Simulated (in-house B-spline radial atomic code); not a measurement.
Configurations of neutral thallium, with energies counted from [Xe] 4f14 5d10 6s2 6p1. All numbers are computed (Dirac-Hartree-Fock, average of configuration; Fermi nucleus of rms radius 5.4759 fm) with a radial B-spline atomic code at the basis-set limit, not measured. Energies include first-order Breit, QED and recoil terms.

Occupations are held fixed; configurations that lie above the ionisation limit could autoionise.

| configuration | E - E(ref) (eV) | highest orbital | its <r> (bohr) |
| --- | --- | --- | --- |
| [Xe] 4f14 5d10 6s2 6d1 | 3.4578 | 6d5/2 | 10.55 |
| [Xe] 4f14 5d10 6s2 8p1 | 4.0563 | 8p3/2 | 21.98 |
| [Xe] 4f13 5d10 6s2 6p1 7s1 | 122.89 | 7s1/2 | 7.574 |
| [Xe] 4f13 5d10 6s2 6p1 8d1 | 125.13 | 8d5/2 | 33.7 |
| [Xe] 4f13 5d10 6s2 6p1 9d1 | 125.3 | 9d5/2 | 50.05 |
| [Kr] 4d9 4f14 5s2 5p6 5d10 6s2 6p1 7s1 | 401.4 | 7s1/2 | 7.572 |
| [Kr] 4d9 4f14 5s2 5p6 5d10 6s2 6p1 6g1 | 403.82 | 6g7/2 | 44 |

Order these further configurations by energy, lowest first.
A. [Xe] 4f14 5d10 6s2 7p1
B. [Xe] 4f14 5d10 6s2 6g1
C. [Xe] 4f14 5d10 6s2 10s1
D. [Xe] 4f14 5d10 5g1 6s1 6p1
E. [Xe] 4f14 5d9 5g1 6s2 6p1

A (3.2751 eV), C (4.4888 eV), B (4.5914 eV), D (10.993 eV), E (19.506 eV).

How far above the reference does [Xe] 4f14 5d9 6s2 6p1 6f1 lie?

19.505 eV; its least bound orbital is 6f5/2 with <r> = 31.4 bohr.

How far above the reference does [Xe] 4f14 5d10 6s1 6p1 6g1 lie?

11.159 eV; its least bound orbital is 6g7/2 with <r> = 44 bohr.

How far above the reference does [Kr] 4d9 4f14 5s2 5p6 5d10 5f1 6s2 6p1 lie?

403.35 eV; its least bound orbital is 5f5/2 with <r> = 17.94 bohr.
